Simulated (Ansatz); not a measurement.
Start from `CCO[SiH3]` and change one atom or group to get `CO[SiH3]`.

Ansatz, PBE0-D4/def2-TZVP geometries, multiplicity 1. Each molecule was computed in one conformer, which needn't be the lowest.

```
                                        property  `CCO[SiH3]`
            HOMO–LUMO gap (PBE0/def2-TZVPP) / eV         8.46
           HOMO energy (ωB97M-V/def2-TZVPP) / eV       -10.47
size of the dipole moment (B3LYP/def2-TZVPP) / D         1.12
              LUMO energy (PBE0/def2-TZVPP) / eV         0.36
               LUMO energy (PBE/def2-TZVPP) / eV        -0.51
              HOMO energy (PBE0/def2-TZVPP) / eV        -8.10
```

(1) Give the same properties after the change, and the shifts. (Estimate.)

Results:

(1) Computed: 
| property | `CO[SiH3]` | shift |
| --- | --- | --- |
| HOMO–LUMO gap (PBE0/def2-TZVPP) / eV | 8.48 | 0.02 |
| HOMO energy (ωB97M-V/def2-TZVPP) / eV | -10.56 | -0.09 |
| size of the dipole moment (B3LYP/def2-TZVPP) / D | 1.10 | -0.02 |
| LUMO energy (PBE0/def2-TZVPP) / eV | 0.29 | -0.07 |
| LUMO energy (PBE/def2-TZVPP) / eV | -0.59 | -0.08 |
| HOMO energy (PBE0/def2-TZVPP) / eV | -8.19 | -0.09 |

The zero-point energy changes by -74.8 kJ/mol with -9 modes. Dipoles are sizes alone; their direction can turn.

B3LYP here is the variant with VWN-RPA as its local correlation; programs differ in this.
